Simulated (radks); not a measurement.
Polarisability of the manganese ion Mn7+, [Ar], at imaginary frequency. Method: scalar-relativistic Kohn-Sham, LDA (Slater exchange, VWN5 correlation), spin-polarised, spherical densities, finite nucleus; Fermi nuclear charge, rms radius 3.7057 fm; computed with a radial shooting solver on a logarithmic mesh with Libxc functionals. Response by self-consistent Sternheimer equations with the Hartree and adiabatic LDA kernel, the relativistic mass of each level held fixed and spin-orbit coupling left out.

| w (hartree) | alpha1(iw) (bohr^3) | alpha2(iw) (bohr^5) |
|---|---|---|
| 0.00266 | 0.6266 | 0.4605 |
| 0.0143 | 0.6266 | 0.4605 |
| 0.0360 | 0.6265 | 0.4605 |
| 0.0697 | 0.6262 | 0.4604 |
| 0.118 | 0.6253 | 0.4602 |
| 0.186 | 0.6234 | 0.4597 |
| 0.280 | 0.6195 | 0.4586 |
| 0.413 | 0.6113 | 0.4564 |
| 0.605 | 0.5949 | 0.4517 |
| 0.892 | 0.5619 | 0.4420 |
| 1.35 | 0.4980 | 0.4209 |
| 2.12 | 0.3873 | 0.3756 |
| 3.59 | 0.2377 | 0.2857 |
| 6.94 | 0.1025 | 0.1494 |
| 17.5 | 0.02641 | 0.03540 |

Static values: alpha1 = 0.6266 bohr^3 (0.09285 angstrom^3; uncoupled 1.004), alpha2 = 0.4605 bohr^5, alpha3 = 0.7404 bohr^7. C6 = 0.8296, C8 = 3.833, triple-dipole C9 = 0.3765 atomic units. One-pole (London) frequency 4 C6 / (3 alpha1^2) = 2.817 hartree, against 6.721 for minus the highest occupied eigenvalue.
